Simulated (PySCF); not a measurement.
How methods differ on the ionisation energy of Pb⁷⁸⁺

Pb⁷⁸⁺ [He] 2s2 (1S) → Pb⁷⁹⁺ [He] 2s1 (2S), as a difference of total energies. All numbers are calculated (PySCF 2.14, scalar relativity by spin-free X2C-1e, in an even-tempered Gaussian basis (18 s from 63 bohr⁻², ratio 2.2; 8 p from 96 bohr⁻², ratio 2.4; 5 d from 290 bohr⁻², ratio 2.4; 5 f from 430 bohr⁻², ratio 2.4; 4 g from 650 bohr⁻², ratio 2.4)). Correlated levels: nothing frozen; virtual orbitals above 40 to 60 times the deepest correlated orbital energy dropped. The calculations carry no spin-orbit coupling.

```json
{"method": "UHF", "ionisation energy (eV)": "24589.1"}
{"method": "LDA", "ionisation energy (eV)": "24576.3"}
{"method": "PBE", "ionisation energy (eV)": "24599.8"}
{"method": "PBE0", "ionisation energy (eV)": "24597.4"}
{"method": "r2SCAN", "ionisation energy (eV)": "24586.0"}
{"method": "B3LYP", "ionisation energy (eV)": "24595.9"}
{"method": "B97-3", "ionisation energy (eV)": "24594.3"}
{"method": "MP2 (all electrons)", "ionisation energy (eV)": "24593.4"}
{"method": "SCS-MP2 (all electrons)", "ionisation energy (eV)": "24594.2"}
```

Task: How much does correlation contribute at MP2 (all electrons)?

Result: 24593.4 − (24589.1) = 4.3 eV, measured against UHF.

For this ion Breit and QED terms and the two-electron picture change, all absent here, outweigh the differences among the correlated methods.

For comparison: 24550 ± 120 eV (theoretical estimate listed by NIST; NIST Atomic Spectra Database, ionization energies).
